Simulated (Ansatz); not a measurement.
Mulliken charges of `[F][Cu-][P+](F)(F)F` from B3LYP/def2-TZVPP in Ansatz (PBE0-D4/def2-TZVP geometry).

| atom | x (Å) | y (Å) | z (Å) | charge (e) |
| --- | --- | --- | --- | --- |
| F1 | 1.010 | -2.736 | 1.362 | -0.523 |
| Cu2 | 0.460 | -1.245 | 0.620 | 0.059 |
| P3 | -0.196 | 0.532 | -0.265 | 1.088 |
| F4 | -1.366 | 0.453 | -1.272 | -0.208 |
| F5 | 0.817 | 1.343 | -1.104 | -0.208 |
| F6 | -0.724 | 1.653 | 0.660 | -0.208 |

Question: By hand: the dipole of these point charges (1 e Å = 4.8032 D).

Answer: Σ q r = (-0.450, 1.219, -0.607) e Å, of length 1.434 e Å = 6.89 D.

Question: How does the dipole of the full density compare? (Best estimate.)

Answer: Ansatz gave: (-0.315, 0.853, -0.424) e Å, 4.82 D; the point charges give 1.43 times that, at 0° from its direction.

Point charges leave out the atoms' own dipoles, such as those of lone pairs, and Mulliken's split depends on the basis, so the two needn't agree.

B3LYP here is the variant with VWN-RPA as its local correlation; programs differ in this.
